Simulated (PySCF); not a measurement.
An unknown gives this computed stick spectrum. Theory: PySCF 2.14.0, density-fitted response routines, TDDFT B3LYP/def2-SVPD, vertical, gas phase, core orbitals frozen in the response. Geometries: PBE0-D3(BJ)/def2-SVP, one conformer each.

| state | E (eV) | λ (nm) | f |
| --- | --- | --- | --- |
| S1 | 7.30 | 169.8 | 0.024 |
| S2 | 7.70 | 161.1 | 0.0011 |
| S3 | 7.76 | 159.8 | 0.015 |
| S4 | 7.80 | 158.9 | 0.047 |
| S5 | 8.00 | 154.9 | 0.014 |
| S6 | 8.11 | 152.9 | 0.031 |
| S7 | 8.22 | 150.8 | 0.015 |
| S8 | 8.27 | 149.9 | 0.014 |
| S9 | 8.35 | 148.5 | 0.031 |
| S10 | 8.38 | 148.0 | 0.066 |

Question: Which candidate is it?
A. `CCCC[SiH](C)C`
B. `CC(=O)[SiH]1CC1`
C. `CN(C)[SiH]1CC1`

Answer: A. Its S1, at 7.30 eV, is the highest among the candidates; the nearest of the others has S1 at 5.56 eV. S1 is HOMO→LUMO (98%). Löwdin shares by element: HOMO carbon 51% or more, silicon 18% (atoms not listed hold the other 31%); LUMO carbon 24% or more, silicon 15% (atoms not listed hold the other 60%). At the same level the other candidates give, for their lowest levels:
- `CC(=O)[SiH]1CC1`: 3.56 eV (f 0.001); 4.78 eV (f 0.144); 6.19 eV (f 0.001); 6.21 eV (f 0.016); 6.22 eV (f 0.005); T1 2.94 eV; HOMO -6.77, LUMO -1.58 eV
- `CN(C)[SiH]1CC1`: 5.56 eV (f 0.000); 5.59 eV (f 0.015); 6.09 eV (f 0.007); 6.16 eV (f 0.066); 6.26 eV (f 0.062); T1 5.20 eV; HOMO -6.16, LUMO 0.40 eV
Triplets come from the Tamm–Dancoff approximation.

Without π bonds the low states are Rydberg-like; a valence basis with one diffuse set may place them up to an eV too high.
